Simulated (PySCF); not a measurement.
Compound: C₇H₁₀P₂S.
Numbering: `[CH3:1][S:2][c:3]1[cH:4][p:5][c:6]([CH3:7])[p:8][c:9]1[CH3:10]`

Cartesian coordinates in Å at the GFN2-xTB level; atoms count from 1:
```xyz
20
C7H10P2S angstrom
C     -3.333   -0.488   -1.154
S     -2.526    0.012    0.391
C     -0.771   -0.017    0.055
C     -0.312   -0.374   -1.197
P      1.312   -0.490   -1.781
C      2.283   -0.042   -0.410
C      3.776   -0.028   -0.633
P      1.761    0.412    1.185
C      0.021    0.342    1.146
C     -0.644    0.708    2.441
H     -3.110    0.222   -1.946
H     -4.396   -0.467   -0.932
H     -3.037   -1.497   -1.429
H     -1.039   -0.631   -1.956
H      4.310   -0.032    0.318
H      4.092   -0.889   -1.220
H      4.069    0.869   -1.181
H     -1.317    1.554    2.298
H     -1.244   -0.124    2.810
H      0.100    0.970    3.192
```

NICS is the negative of the GIAO shielding at a point without a nucleus: at the ring centre (0) and 1 Å above and below it (1); zz is the component along the ring normal. Level: GIAO PBE0/pcSseg-1 (PySCF, non-relativistic, gas phase) on the GFN2-xTB geometry, one conformer.

Ring bond lengths (Å), with Mayer bond orders in brackets: C3–C4 1.381 (1.39), C4–P5 1.730 (1.34), P5–C6 1.738 (1.28), C6–P8 1.739 (1.28), P8–C9 1.743 (1.33), C9–C3 1.395 (1.33).

What do the NICS probes read (ppm)?

```
             ring                                                 type  NICS(0)  NICS(1), two faces  NICS(1)zz, two faces  rms pucker (Å)  centre to ring atoms, mean (Å)
C3–C4–P5–C6–P8–C9  6-membered ring with 2 P; formal bonds all aromatic     -6.4         -9.4 / -9.6         -21.9 / -22.3            0.00                            1.61
```

What can be read from them?

- C3–C4–P5–C6–P8–C9: mean NICS(1)zz -22.1 ppm, shielded.

And the bond-length index? HOMA takes Krygowski's 1993 parameters.

- C3–C4–P5–C6–P8–C9: HOMA 0.87; the largest term is that of P8–C9, α(R − Ropt)² = 0.24.

At the second NICS(1) probe listed for ring C3–C4–P5–C6–P8–C9, 1 Å off the ring, what do the in-plane components average?

The isotropic value is a third of the trace: (3 × -9.6 − (-22.3))/2 = -3.2 ppm.

What are the shieldings of the ring atoms and their hydrogens in the same run (means over atoms taken as equivalent)?

```json
{"atoms": "C3", "environment": "substituted aromatic carbon", "σ isotropic (ppm)": "35.9"}
{"atoms": "C4", "environment": "aromatic CH carbon", "σ isotropic (ppm)": "34.3"}
{"atoms": "P5", "environment": "phosphorus bonded to 2 C", "σ isotropic (ppm)": "64.6"}
{"atoms": "C6", "environment": "substituted aromatic carbon", "σ isotropic (ppm)": "-23.7"}
{"atoms": "P8", "environment": "phosphorus bonded to 2 C", "σ isotropic (ppm)": "62.2"}
{"atoms": "C9", "environment": "substituted aromatic carbon", "σ isotropic (ppm)": "15.2"}
{"atoms": "H14", "environment": "aromatic hydrogen", "σ isotropic (ppm)": "23.19"}
```

The run took 1.9 min wall on one thread, Intel Xeon Platinum 8259CL at 2.50 GHz (x86_64), on a shared host, and the process peaked at 1.1 GiB of memory. This is the whole shielding run at PBE0/pcSseg-1, SCF included.
